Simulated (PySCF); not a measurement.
CH₂F, SMILES [CH2]F, multiplicity 2. Coordinates come from a PBE0-D3(BJ)/def2-TZVPD optimisation. The isomer is the one that the SMILES or the coordinates give; other isomers of the formula were not compared.

Computed with PBE0-D3(BJ)/def2-TZVPD run with PySCF.

Harmonic wavenumbers (cm⁻¹): 504, 1172, 1213, 1464, 3150, 3307. Rotational constants (GHz): 264.0, 31.21, 28.11; symmetry number 1.

Problem. Work out the zero-point energy and the ideal-gas rigid-rotor harmonic-oscillator thermochemistry at 298.15 K and 1 atm.

Solution. ZPE = ½ Σ hcν = ½ × 10810 cm⁻¹ = 15.45 kcal/mol. H − E(el) = 17.99 kcal/mol. Entropy in cal/(mol K): translation 36.42, rotation 17.88, vibration 0.75, spin 1.38, total 56.42. G − E(el) = 1.17 kcal/mol. Cp = 9.70 cal/(mol K).
